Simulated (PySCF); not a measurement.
## Indirect couplings

Geometry:
```
atom   x (Å)   y (Å)   z (Å)
  C1  -1.435   0.273  -0.315
  C2  -0.288   0.362   0.645
  O3  -0.357   0.851   1.745
 Ge4   1.491  -0.373   0.097
  F5   1.288  -1.040  -1.511
  H6  -1.669  -0.788  -0.502
  H7  -1.149   0.698  -1.291
  H8  -2.316   0.788   0.092
  H9   1.934  -1.525   1.010
 H10   2.548   0.738  -0.003
```

Indirect spin–spin couplings were computed at B3LYP/pcJ-1 (pcSseg-1 on Ge) (spin–dipole term only in couplings to heteroatoms) (PySCF 2.14.0 with density-fitted response routines) on a PBE0-D3(BJ)/def2-SVP structure, for the isolated molecule, without vibrational or relativistic corrections. Couplings are averaged over pairs made equivalent by symmetry, fast rotation or ring inversion, so a value needn't be that of the named pair in this geometry, while other rotamers aren't included; one pair stands for each set, and the list holds those of at least 0.8 Hz over up to four bonds, among pairs with at least one C or F or H atom (others weren't computed).

Isotopes: 13C, 1H, 17O, 19F. Couplings to quadrupolar nuclei such as 17O and 33S are rarely resolved in practice.

```json
{"pair": "C1, C2", "bonds": "1", "J (Hz)": "36.5"}
{"pair": "C1, H6", "bonds": "1", "J (Hz)": "?"}
{"pair": "C2, O3", "bonds": "1", "J (Hz)": "41.0"}
{"pair": "C2, F5", "bonds": "2", "J (Hz)": "10.3"}
{"pair": "C2, H6", "bonds": "2", "J (Hz)": "-5.4"}
{"pair": "C2, H9", "bonds": "2", "J (Hz)": "?"}
{"pair": "F5, H9", "bonds": "2", "J (Hz)": "31.0"}
{"pair": "H6, H7", "bonds": "2", "J (Hz)": "?"}
{"pair": "H9, H10", "bonds": "2", "J (Hz)": "27.7"}
{"pair": "C1, F5", "bonds": "3", "J (Hz)": "?"}
{"pair": "C1, H9", "bonds": "3", "J (Hz)": "3.0"}
{"pair": "O3, F5", "bonds": "3", "J (Hz)": "-3.6"}
{"pair": "O3, H6", "bonds": "3", "J (Hz)": "-2.8"}
{"pair": "F5, H6", "bonds": "4", "J (Hz)": "1.3"}
```

Question: Estimate the withheld couplings, with signs.

Answer: 
- 1J(C1,H6) = 136.1 Hz (mean over equivalent pairs that range from 132.4 to 140.7 Hz in this conformer)
- 2J(C2,H9) = 14.6 Hz (angle at Ge4 112°)
- 2J(H6,H7) = -15.6 Hz (mean over equivalent pairs that range from -22.2 to -11.3 Hz in this conformer)
- 3J(C1,F5) = -4.8 Hz (dihedral angle 1°)

Relativistic effects of the heavier atoms present are left out.
